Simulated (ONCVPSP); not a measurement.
**boron (B): excitation energies, all-electron against ONCV**

```
Element                 : B (Z = 5)
Generator               : ONCVPSP 4.0.1
Type                    : optimised norm-conserving Vanderbilt (ONCV)
Functional              : PBE
Relativity              : scalar-relativistic
Frozen core             : [He]
Valence charge          : 3
Reference configuration : 2s2 2p1
Partial waves           : 2s: rc 1.05 bohr, ncon 4, nbas 9, qcut 7.6 1/bohr, local; 2p: rc 2.75 bohr, ncon 3, nbas 7, qcut 5.6 1/bohr, 2 projectors, debl 1.5 Ha; d scattering state at 0.1 Ha: rc 2.10 bohr, ncon 4, nbas 8, qcut 3.9 1/bohr, 2 projectors, debl 3.3 Ha
Local potential         : the s channel
Core correction         : Teter function fitted to the true core (icmod 2), fcfact 0.5
```

Energies are relative to the spin-unpolarised reference configuration 2s2 2p1; without spin polarisation the order of configurations can differ from experiment.

Problem. Give the all-electron excitation energy and the error of the potential for: 2s2 2p0; 2s1 2p0; 2s2 2p0.5; 2s1 2p1.

Solution.

| valence configuration | charge | ΔE all-electron (eV) | error AE − PS (meV) |
| --- | --- | --- | --- |
| 2s2 2p0 | +1 | 8.219 | +54 |
| 2s1 2p0 | +2 | 33.642 | +201 |
| 2s2 2p0.5 | +0.5 | 2.887 | +7.7 |
| 2s1 2p1 | +1 | 14.361 | -18 |
